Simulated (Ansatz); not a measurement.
Geometry optimisation, Ansatz, RKS PBE0/def2-SVP.

input.yaml

```yaml
crystal:
  periodic: [false, false, false]
  atoms:
    - { symbol: W, position_ang: [0.0, 0.0, 0.0] }
    - { symbol: F, position_ang: [0.0, 0.0, 2.2] }
    - { symbol: O, position_ang: [1.94, 0.0, 0.0] }
    - { symbol: H, position_ang: [2.2771, -0.9519, -0.0197] }
    - { symbol: H, position_ang: [0.0, 1.72, 0.0] }
    - { symbol: H, position_ang: [-1.72, 0.0, 0.0] }
    - { symbol: H, position_ang: [0.0, -1.72, 0.0] }
    - { symbol: H, position_ang: [0.0, 0.0, -1.72] }
    - { symbol: Cl, position_ang: [1.7678, 1.8416, 0.8482] }
    - { symbol: H, position_ang: [0.8742, 0.9107, 2.0396] }
basis:
  gaussian: { orbitals: def2-SVP }
hamiltonian:
  xc: pbe0
relax:
  f_tol: 0.15
  max_steps: 25
  restrain:
    - { distance: [0, 8], at: 2.39, k: 30.0 }
    - { distance: [9, 1], at: 0.92, k: 30.0 }
    - { distance: [0, 1], at: 3.05, k: 30.0 }
    - { distance: [9, 8], at: 2.57, k: 30.0 }
output:
  orbitals: {}
```

Command:

```bash
$ ansatz run input.yaml --threads 2 --pin off --max-ram 3072MiB --backend cpu --events-out ev --progress --plain --runs-dir out
```

Q: Where does it end, and by what steps?

A: The run converged. The restraints hold the end off the free minimum. After 18 steps the energy has fallen by 8.215 eV (the restraints' own energy left out); H5 moved furthest, 1.49 Å. The start is strongly strained (largest force component 9 eV/Å), so its close contacts needn't be bonds. Parted: W1–F2 (2.20 → 3.04 Å). Joined: F2–H10 (1.27 → 0.93 Å).

```csv
step,energy less start (eV),largest force component (eV/Å),accepted
0,0.0000,8.863,yes
1,-1.4347,6.352,yes
2,-2.7120,3.575,yes
3,-4.5812,2.183,yes
4,-5.7073,1.334,yes
5,-6.2889,0.561,yes
6,-6.4978,0.583,yes
7,-6.5582,0.836,yes
8,-6.7224,1.128,yes
9,-6.9747,1.462,yes
10,-7.3505,1.065,yes
11,-7.7357,0.868,yes
12,-8.0184,0.731,yes
13,-8.1682,0.659,yes
14,-8.1755,1.425,no
15,-8.2034,0.619,yes
16,-8.2053,0.602,yes
17,-8.2119,0.643,yes
18,-8.2151,0.607,yes
```

```xyz
10
Properties=species:S:1:pos:R:3
W 0.465 0.376 -0.324
F 1.054 0.161 2.655
O 1.793 -0.924 -0.190
H 1.799 -1.736 0.335
H -0.958 0.690 0.500
H -0.904 -0.128 -1.147
H -0.421 -0.877 0.295
H 0.382 0.626 -1.986
Cl 0.939 2.529 0.545
H 0.991 1.084 2.666
```

Run time: 80 s on 2 threads of Arm Neoverse V2 (shared host), peak memory 0.24 GiB.
